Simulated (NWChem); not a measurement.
The numbers come from NWChem runs, not from measurements. System: Te$_{2}$, charge 1, spin multiplicity 2, at the geometry of a parent with another charge or spin, in a state set for the comparison that need not be this species' ground state. Its SCF solution wasn't tested for a lower state. Level: B3LYP/x2c-SVPall-2c, spin-orbit ZORA, VWN1-RPA local correlation.

The NWChem input:

```
start mol
memory heap 200 mb stack 800 mb global 1000 mb
charge 1
geometry units angstroms nocenter noautoz noautosym
  Te     0.000000     0.000000     1.281805
  Te     0.000000     0.000000    -1.281805
end
basis spherical
  * library x2c-svpall-2c
end
relativistic
  zora on
end
dft
  xc b3lyp
  odft
  mult 2
  semidirect memsize 60000000 filesize 0
  iterations 100
  grid fine
end
task sodft energy
```

Output (cleaned and shortened):

```
             Northwest Computational Chemistry Package (NWChem) 7.3.0
             --------------------------------------------------------

                                NWChem Input Module
                                -------------------

 Scaling coordinates for geometry "geometry" by  1.889725989
 (inverse scale =  0.529177249)

                             Geometry "geometry" -> ""
                             -------------------------

 Output coordinates in angstroms (scale by  1.889725989 to convert to a.u.)

  No.       Tag          Charge          X              Y              Z
 ---- ---------------- ---------- -------------- -------------- --------------
    1 Te                  52.0000     0.00000000     0.00000000     1.28180500
    2 Te                  52.0000     0.00000000     0.00000000    -1.28180500

 Effective nuclear repulsion energy (a.u.)     558.1563815460

            Nuclear Dipole moment (a.u.)
            ----------------------------
        X                 Y               Z
 ---------------- ---------------- ----------------
     0.0000000000     0.0000000000     0.0000000000


 Summary of "ao basis" -> "" (spherical)
 ------------------------------------------------------------------------------
       Tag                 Description            Shells   Functions and Types
 ---------------- ------------------------------  ------  ---------------------
 *                       x2c-svpall-2c                on all atoms

                                 NWChem DFT Module
                                 -----------------

 Summary of "ao basis" -> "ao basis" (spherical)
 ------------------------------------------------------------------------------
       Tag                 Description            Shells   Functions and Types
 ---------------- ------------------------------  ------  ---------------------
 Te                      x2c-svpall-2c              18       50   6s8p4d

 Summary of "ao basis" -> "ao basis" (spherical)
 ------------------------------------------------------------------------------
       Tag                 Description            Shells   Functions and Types
[...]
   120     0.234874   0.096502  1 Te py               170    -0.234873  -0.096502  2 Te py
   119    -0.096495   0.234873  1 Te px               169     0.096495  -0.234873  2 Te px
   114    -0.222376  -0.091367  1 Te py               164     0.222375   0.091367  2 Te py

   alpha - beta orbital overlaps
   -----------------------------

   alpha      1      2      3      4      5      6      7      8      9     10
    beta      1      2      3      4      5      5      7      8      9     10
 overlap   1.169  1.522  1.811  1.989  1.066  0.211  1.293  1.293  1.294  1.565

   alpha     11     12     13     14     15     16     17     18     19     20
    beta     11     12     13     14     15      7      8      9     22     23
 overlap   1.565  1.566  1.303  1.303  1.322  0.021  0.021  0.020  0.144  0.144

   alpha     21     22     23     24     25     26     27     28     29     30
    beta     21     22     23     15     13     14     15     13     14     15
 overlap   0.154  0.161  0.161  0.129  0.036  0.036  0.036  0.068  0.068  0.068

   alpha     31     32     33     34     35     36     37     38     39     40
    beta     31     32     33     34     35     36     37     38     39     40
 overlap   1.145  1.145  1.145  1.145  1.145  1.122  1.123  1.126  1.123  1.122

   alpha     41     42     43     44     45     46     47     48     49     50
    beta     36     37     21     39     40     36     37     38     39     40
 overlap   0.024  0.022  0.022  0.022  0.024  0.016  0.016  0.016  0.016  0.016

   alpha     51     52     53     54     55     56     57     58     59     60
    beta     51     52     53     54     55     55     57     58     59     60
 overlap   1.169  1.522  1.811  1.989  1.066  0.211  1.293  1.293  1.294  1.565

   alpha     61     62     63     64     65     66     67     68     69     70
    beta     61     62     63     64     65     57     58     59     72     73
 overlap   1.565  1.566  1.303  1.303  1.322  0.021  0.021  0.020  0.144  0.144

   alpha     71     72     73     74     75     76     77     78     79     80
    beta     71     72     73     65     63     64     65     63     64     65
 overlap   0.154  0.161  0.161  0.129  0.036  0.036  0.036  0.068  0.068  0.068

   alpha     81     82     83     84     85     86     87     88     89     90
    beta     81     82     83     84     85     86     87     88     89     90
 overlap   1.145  1.145  1.145  1.145  1.145  1.122  1.123  1.126  1.123  1.122

   alpha     91     92     93     94     95     96     97     98     99    100
    beta     86     87     71     89     90     86     87     88     89     90
 overlap   0.024  0.022  0.022  0.022  0.024  0.016  0.016  0.016  0.016  0.016

     --------------------------
     Expectation value of S2:
     --------------------------
      <S2> =      0.7983 (Exact =     0.7500)

     Multipole analysis of the density
     ---------------------------------

     L   x y z        total         alpha         beta         nuclear
     -   - - -        -----         -----         ----         -------
     0   0 0 0      1.000000    -51.980653    -51.019347    104.000000

     1   1 0 0     -0.000000     -0.000000     -0.000000      0.000000
     1   0 1 0      0.000000      0.000000      0.000000      0.000000
     1   0 0 1     -0.000004     -0.000024      0.000020      0.000000

     2   2 0 0    -36.625412    -19.657415    -16.967998      0.000000
     2   1 1 0     -0.000010     -0.000013      0.000002      0.000000
     2   1 0 1      0.000000      0.000000      0.000000      0.000000
     2   0 2 0    -36.625421    -19.657425    -16.967996      0.000000
     2   0 1 1     -0.000000     -0.000000     -0.000000      0.000000
     2   0 0 2    -25.723261   -322.080095   -313.847002    610.203836

 Task  times  cpu:       29.4s     wall:       29.4s

 Total times  cpu:       29.4s     wall:       29.4s
```
